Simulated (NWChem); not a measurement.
System: AgF; SMILES [Ag][F]

Here is an NWChem input.

```
start job
memory heap 200 mb stack 900 mb global 1100 mb
geometry units angstroms noautoz
  Ag     0.000000     0.000000    -0.324159
  F      0.000000     0.000000     1.661694
end
basis spherical
  * library def2-svp
end
ecp
  Ag library def2-ecp
end
dft
  xc b3lyp
  iterations 150
  mulliken
end
task dft energy
```

Coordinates come from a PBE0-D3(BJ)/def2-TZVP optimisation. def2 effective core potentials on Ag; no spin-orbit coupling.

Task: Predict the main results of this run. (B3LYP/def2-SVP with def2 effective core potentials on Ag.) Quantities: energy (Ha); highest occupied level (eV); orbital gap (eV); dipole (D).

Result: The energy (Ha) is -246.75 and the highest occupied level (eV) is -7.59. The orbital gap (eV) comes out as 4.09 and the dipole (D) is 5.11.
